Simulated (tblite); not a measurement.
Input of a run (GFN2-xTB geometry optimisation, gas phase (tblite 0.8.0)), started from a force field or distance geometry:
```
{"job": {"kind": "relax", "xc": "GFN2-xTB", "basis": "xTB"}, "charge": 0, "multiplicity": 1}
O      2.835500     0.325000    -0.207100
Si     1.384000    -0.451100    -0.749300
C     -0.012400     0.033900     0.378700
Si    -0.824700     1.645200    -0.120500
Si    -1.359900    -1.259300     0.454800
H      2.922800     0.184900     0.775700
H      1.158200    -0.161900    -2.152800
H      1.620600    -1.892500    -0.483700
H      0.412500     0.134700     1.399000
H     -0.310500     2.698000     0.786100
H     -2.291000     1.577000     0.030400
H     -0.503400     1.942900    -1.504500
H     -1.111000    -2.221900    -0.633000
H     -2.679600    -0.648200     0.238600
H     -1.245500    -1.898600     1.765700
```

Output (eV, eV/Å):
```
step      E/eV     max force
  0    -449.23960    2.384
  1    -449.40700    1.177
  2    -449.45543    0.700
  3    -449.47141    0.472
  4    -449.54576    0.543
  5    -449.57298    0.537
  6    -449.60272    0.305
  7    -449.61054    0.184
  8    -449.61892    0.194
  9    -449.62603    0.280
 10    -449.63425    0.314
 11    -449.64145    0.253
 12    -449.64612    0.166
 13    -449.64852    0.153
 14    -449.65031    0.148
 15    -449.65225    0.135
 16    -449.65435    0.135
 17    -449.65620    0.107
 18    -449.65757    0.084
 19    -449.65884    0.098
 20    -449.66039    0.114
 21    -449.66206    0.141
 22    -449.66347    0.116
 23    -449.66458    0.088
 24    -449.66564    0.092
 25    -449.66692    0.080
 26    -449.66819    0.093
 27    -449.66910    0.070
 28    -449.66980    0.073
 29    -449.67086    0.086
 30    -449.67273    0.133
 31    -449.67528    0.145
 32    -449.67745    0.096
 33    -449.67887    0.091
 34    -449.68017    0.099
 35    -449.68223    0.155
 36    -449.68576    0.190
 37    -449.69023    0.172
 38    -449.69441    0.148
 39    -449.69733    0.100
 40    -449.69935    0.137
 41    -449.70214    0.158
 42    -449.70419    0.181
 43    -449.71122    0.198
 44    -449.71697    0.188
 45    -449.72500    0.216
 46    -449.72839    0.183
 47    -449.73371    0.204
 48    -449.73901    0.165
 49    -449.74404    0.203
 50    -449.74984    0.196
 51    -449.75510    0.224
 52    -449.75947    0.259
 53    -449.76545    0.177
 54    -449.76930    0.132
 55    -449.77074    0.169
 56    -449.77192    0.082
 57    -449.77312    0.086
 58    -449.77500    0.182
 59    -449.77604    0.179
 60    -449.77788    0.111
 61    -449.78051    0.111
 62    -449.78150    0.073
 63    -449.78214    0.065
 64    -449.78280    0.071
 65    -449.78359    0.085
 66    -449.78442    0.080
 67    -449.78519    0.065
 68    -449.78578    0.053
 69    -449.78627    0.058
 70    -449.78684    0.067
 71    -449.78754    0.074
 72    -449.78829    0.069
 73    -449.78896    0.053
 74    -449.78948    0.057
 75    -449.78991    0.054
 76    -449.79037    0.050
 77    -449.79083    0.060
 78    -449.79125    0.056
 79    -449.79152    0.033
 80    -449.79164    0.021
 81    -449.79171    0.019
 82    -449.79178    0.027
 83    -449.79187    0.028
 84    -449.79199    0.033
 85    -449.79218    0.044
 86    -449.79242    0.052
 87    -449.79268    0.042
 88    -449.79287    0.032
 89    -449.79303    0.029
 90    -449.79321    0.041
 91    -449.79352    0.067
 92    -449.79407    0.087
 93    -449.79475    0.081
 94    -449.79528    0.047
 95    -449.79556    0.031
 96    -449.79568    0.028
 97    -449.79579    0.026
 98    -449.79631    0.044
 99    -449.79670    0.048
100    -449.79714    0.045
101    -449.79738    0.033
102    -449.79752    0.020
103    -449.79759    0.018
104    -449.79767    0.017
105    -449.79773    0.018
106    -449.79778    0.016
107    -449.79783    0.021
108    -449.79790    0.024
109    -449.79798    0.018
110    -449.79806    0.017
111    -449.79810    0.015
112    -449.79814    0.015
113    -449.79819    0.016
114    -449.79828    0.018
115    -449.79840    0.022
116    -449.79851    0.018
117    -449.79857    0.014
118    -449.79859    0.011
119    -449.79860    0.008
```

**Question.** Summarise the run.

**Answer.** The energy falls by 53.9 kJ/mol over 119 L-BFGS steps, the largest force on an atom goes from 2.38 to 0.008 eV/Å, and the atoms move by 0.724 Å rms after alignment. The bond that changes most is O1–Si2 (silanol oxygen to oxygen-bound silicon), which shortens by 0.105 Å. Bonds longer at the end by more than 0.005 Å: 4 of 14; shorter: 7. Among the angles that change most is Si2–O1–H6, from 108.6° to 122.0°. Among the dihedrals that turn most is Si2–C3–Si5–H14, from -130° to 176°. The energy never rose by more than 1e-5 eV on the way. The first step brought 30 % of the lowering.

**Question.** What are the final bond lengths?

**Answer.** O1–Si2 1.628 Å, Si2–C3 1.903 Å, C3–Si4 1.901 Å, C3–Si5 1.900 Å, O1–H6 0.953 Å, Si2–H7 1.455 Å, Si2–H8 1.469 Å, C3–H9 1.096 Å, Si4–H10 1.469 Å, Si4–H11 1.468 Å, Si4–H12 1.463 Å, Si5–H13 1.464 Å, Si5–H14 1.467 Å, Si5–H15 1.467 Å. Numbering counts from 1 in the input's order; the species is `O[SiH2]C([SiH3])[SiH3]`.

Its GFN2-xTB frequencies are all real (lowest 50 cm⁻¹). The numbers are those of one conformer.

All values are computed, not measured.
